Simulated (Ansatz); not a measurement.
H$_{7}$OSi$_{3}$ (`O[Si]([SiH3])[SiH3]`) radical, relaxed with UKS PBE0-D4/def2-TZVP in the Gaussian-basis code of Ansatz from a PBE-D4/def2-SVP geometry. The force threshold is 0.005 eV/Å; the program also tests the step.

The species carries charge 0 and has multiplicity 2.

Start:

```xyz
11

O    -1.865   -1.180   -0.077
Si   -0.307   -0.664   -0.525
Si   -0.512    1.538   -1.315
Si    1.265   -0.884    1.224
H    -1.883   -2.031    0.399
H    -1.049    2.490   -0.274
H    -1.413    1.589   -2.519
H     0.867    1.991   -1.717
H     0.941   -0.054    2.443
H     1.342   -2.325    1.663
H     2.614   -0.469    0.699
```

Q: By how much does the energy fall, and how many steps does the optimiser take? (Estimate.)

A: Computed: 1.13 kcal/mol, in 10 steps.

Q: Which bonds change most? (An estimate is asked.)

A: Computed: O1–Si2 from 1.701 to 1.662 Å; Si2–Si4 from 2.361 to 2.340 Å; Si3–H6 from 1.509 to 1.490 Å; Si4–H9 from 1.510 to 1.491 Å.

Q: Give the relaxed structure. (Estimate.)

A: Ansatz gave: 
```xyz
11

O    -1.835   -1.163   -0.061
Si   -0.318   -0.624   -0.475
Si   -0.521    1.541   -1.316
Si    1.269   -0.892    1.224
H    -1.889   -1.994    0.416
H    -1.120    2.494   -0.338
H    -1.352    1.545   -2.549
H     0.853    2.001   -1.656
H     0.982   -0.102    2.456
H     1.340   -2.329    1.614
H     2.591   -0.477    0.683
```
